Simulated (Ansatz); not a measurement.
Cost and result up the ladder for Ge(SH)2H2 (GeH4S2) (7 atoms). The state is a singlet with charge 0. Geometry: PBE-D4/def2-TZVP.

```xyz
7

Ge   -0.547    0.310   -0.173
S     1.510    1.116   -0.534
H     1.900    0.037   -1.254
S    -0.514   -1.681    0.850
H     0.185   -1.219    1.914
H    -1.304    0.043   -1.494
H    -1.230    1.394    0.691
```

Ansatz on 4 threads of Intel Xeon on a shared host. Times are rough, and most runs start from the orbitals of an earlier one. ωB97M-V/def2-TZVP serves as the yardstick here, not as an exact answer. Binding counts from free atoms at the same level (Ge triplet, S triplet, H doublet; other spins of the atoms weren't run), without zero-point energy or a counterpoise term.

B3LYP takes the VWN-RPA correlation. Correlated methods freeze 19 core orbitals; core or outer-core shells of Ge are correlated, in sets that lack core-valence functions.

Correlated methods converge slowly with the basis.

```csv
level,functions,binding energy per atom (eV),difference from ωB97M-V/def2-TZVP (eV)
ωB97X-V/def2-TZVP,146,2.86,0.03
CAM-B3LYP-D4/def2-TZVP,146,2.80,-0.03
PBE0-D4/def2-TZVP,146,2.81,-0.03
r2SCAN-D4/def2-TZVP (with forces),146,2.85,0.01
BHLYP-D4/def2-TZVP,146,2.74,-0.09
PBE-D4/def2-TZVP,146,2.84,0.00
CCSD(T)/def2-TZVPP,188,2.77,-0.06
r2SCAN0-D4/def2-TZVP,146,2.80,-0.03
ωB97M-V/def2-TZVP,146,2.83,0.00
PBE0-D4/def2-TZVPD,182,2.81,-0.02
B3LYP-D4/def2-TZVP,146,2.80,-0.03
MP2/def2-TZVP,146,2.70,-0.13
r2SCAN-D4/def2-TZVPD,182,2.85,0.01
PBE-D4/def2-TZVPD,182,2.84,0.01
```

(1) Estimate how long each takes.

Results:

(1) PBE-D4/def2-TZVP 4.8 s; B3LYP-D4/def2-TZVP 5 s; PBE0-D4/def2-TZVP 6.1 s; PBE-D4/def2-TZVPD 7 s; BHLYP-D4/def2-TZVP 7 s; CAM-B3LYP-D4/def2-TZVP 7.1 s; MP2/def2-TZVP 7.5 s; r2SCAN-D4/def2-TZVP (with forces) 8.6 s; r2SCAN0-D4/def2-TZVP 8.6 s; PBE0-D4/def2-TZVPD 10 s; ωB97X-V/def2-TZVP 11 s; r2SCAN-D4/def2-TZVPD 12 s; ωB97M-V/def2-TZVP 12 s; CCSD(T)/def2-TZVPP 75 s. On shared hardware such times vary by a factor of up to 3.
